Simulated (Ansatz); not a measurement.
Computed with Ansatz on PBE0-D4/def2-TZVP structures; ΔE is electronic, products minus reactants. CCSD(T)/CBS is the MP2 limit (def2-TZVPP, def2-QZVPP) plus CCSD(T) − MP2 in def2-TZVPP, frozen cores. def2 core potentials past Kr. For Ga, Sn outer-core shells are correlated without core-valence functions, which leaves a few kJ/mol of doubt a bond. Scalar relativity is left out up to krypton. Each species was taken in one conformer, which may not be the lowest.

Consider the substitution at a C–O bond: `CC(C)[O][Sn][OH]` + `[NH2][Ga]([Cl])[Cl]` → `CC(C)[NH][Ga]([Cl])[Cl]` + `[OH][Sn][OH]`.

```json
{"level": "SCS-MP2/def2-TZVPP", "ΔE (kcal/mol)": "-5.4"}
{"level": "SCS-MP2/def2-QZVPP", "ΔE (kcal/mol)": "-5.4"}
```

(1) What does CCSD(T)/CBS give? (Best estimate.)

Largest T1 diagnostic among the species: 0.018.

## Answers

(1) Ansatz gave: -5.1 kcal/mol. The listed levels differ from it by -0.3, -0.3 kcal/mol.

In def2-TZVPP, CCSD(T) changes the Hartree–Fock value by −2.1 kcal/mol (the triples alone add −0.1 kcal/mol) and MP2 by −2.9 kcal/mol.

CCSD(T)/CBS has its own doubt, a few kJ/mol and more with outer-core shells, so smaller differences from it don't rank the levels.
